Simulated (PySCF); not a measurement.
B(Cl)(I)(OH) (BClHIO), SMILES OB(Cl)I. Geometry: B3LYP-D3(BJ)/def2-SVP. The def2 effective core potentials stand for the cores of I; spin–orbit coupling is left out. The values are those of a single conformer.

Calculation: B3LYP-D3(BJ)/def2-SVP run with PySCF.

Harmonic wavenumbers (cm⁻¹): 190, 290, 440, 460, 580, 795, 1083, 1384, 3808. Rotational constants (GHz): 6.437, 1.370, 1.129; symmetry number 1.

Question: Work out the zero-point energy and the ideal-gas rigid-rotor harmonic-oscillator thermochemistry at 298.15 K and 1 atm.

Answer: ZPE = ½ Σ hcν = ½ × 9030 cm⁻¹ = 54.01 kJ/mol. H − E(el) = 68.71 kJ/mol. Entropy in J/(mol K): translation 174.20, rotation 116.61, vibration 25.42, total 316.22. G − E(el) = -25.57 kJ/mol. Cp = 68.44 J/(mol K).
